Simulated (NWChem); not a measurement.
System: AlP2H5; SMILES [AlH]([PH2])[PH2]

NWChem input:

```
start job
memory heap 200 mb stack 900 mb global 1100 mb
geometry units angstroms noautoz
  Al    -0.549064    -0.017987     0.189951
  H     -1.904158    -0.085378     1.021546
  P      0.372588    -1.991535    -0.643053
  H      0.243944    -2.693058     0.595267
  H      1.731560    -1.607027    -0.430188
  P      0.257636     2.057504    -0.503230
  H      1.636531     1.737148    -0.313273
  H      0.090459     2.663988     0.779888
end
basis spherical
  * library def2-svp
end
dft
  xc b3lyp
  iterations 150
  mulliken
end
task dft energy
```

Geometry: optimised at PBE0/def2-SVP.

What results follow from this input? (B3LYP/def2-SVP.) Quantities: energy (Ha); highest occupied level (eV); orbital gap (eV); dipole (D).


```
Property                       Value
---------------------------  -------
energy (Ha)                  -927.92
highest occupied level (eV)    -6.70
orbital gap (eV)                4.97
dipole (D)                      1.46
```
